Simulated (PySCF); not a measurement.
Nuclear quadrupole coupling in `C=C(C=O)[Si@H]([SiH3])[SiH2]C=O`

Compound: C4H10O2Si3.
Numbering: `[CH2:1]=[C:2]([CH:3]=[O:4])[Si@H:5]([SiH3:6])[SiH2:7][CH:8]=[O:9]` (hydrogens: H10, H11 on C1; H12 on C3; H13 on Si5; H14, H15, H16 on Si6; H17, H18 on Si7; H19 on C8)

Cartesian coordinates in Å at the GFN2-xTB level; atoms count from 1:
```xyz
19
C4H10O2Si3 angstrom
C     -2.6463    1.1416   -0.2169
C     -1.4513    0.7112    0.1935
C     -1.3182    0.1735    1.5371
O     -0.2599   -0.0114    2.0991
Si     0.1595    0.6879   -0.8268
Si     0.2315   -1.3691   -1.9321
Si     1.8602    0.8794    0.7362
C      2.0949   -0.9888    1.0856
O      1.6963   -1.8421    0.3253
H     -3.5215    1.1166    0.4178
H     -2.7808    1.5637   -1.1981
H     -2.2650   -0.0717    2.0563
H      0.0122    1.8833   -1.6854
H     -0.5737   -1.2460   -3.1670
H     -0.3947   -2.4625   -1.1947
H      1.5810   -1.6940   -2.3840
H      3.1443    1.2621    0.1102
H      1.8334    1.5871    2.0142
H      2.5881   -1.3117    2.0222
```

Field gradients from the PBE0/pcSseg-1 density (PySCF, non-relativistic), principal values in atomic units, ordered |Vxx| ≤ |Vyy| ≤ |Vzz|:

| atom | Vxx | Vyy | Vzz |
| --- | --- | --- | --- |
| O4 | 0.5169 | 1.3655 | -1.8824 |
| O9 | 0.4415 | 1.5709 | -2.0124 |

Question: Find the asymmetry η = (Vxx − Vyy)/Vzz and the couplings χ = eQV/h (234.96 MHz × Q in barn × V in au), with Q(17O) = −0.0256 b.

Answer: 
```json
{"atom": "O4", "environment": "aldehyde oxygen", "nucleus": "17O", "η": "0.45", "χzz (MHz)": "11.32", "χxx (MHz)": "-3.11", "χyy (MHz)": "-8.21"}
{"atom": "O9", "environment": "carbonyl oxygen", "nucleus": "17O", "η": "0.56", "χzz (MHz)": "12.10", "χxx (MHz)": "-2.66", "χyy (MHz)": "-9.45"}
```

Question: What is Vzz at O4 in SI units (1 au = 9.71736 × 10²¹ V/m²)?

Answer: -1.8824 au = -18.292 × 10²¹ V/m².

Question: And the gradient at the other heavy atoms, for which no coupling is worked out here?

Answer: 
```tsv
atom	environment	Vzz (au)	η
C1	terminal =CH2 carbon	0.457	0.24
C2	fully substituted alkene carbon	0.353	0.42
C3	aldehyde carbon	0.573	0.09
Si5	SiH silicon	0.253	0.62
Si6	SiH3 silicon	-0.217	0.99
Si7	SiH2 silicon	-0.222	0.90
C8	carbonyl carbon	0.647	0.23
```

Were the hydrogens deuterons (Q(2H) = 0.00286 b), χzz would run from 103 kHz (H17 and H14) to 223 kHz (H11).

One conformer (not necessarily the lowest) at the GFN2-xTB geometry, without solvent, vibrations or thermal averaging. GFN2-xTB bond lengths can be off by several hundredths of an ångström, more for odd bonds, and the gradients follow them. These gradients aren't converged with respect to the basis.
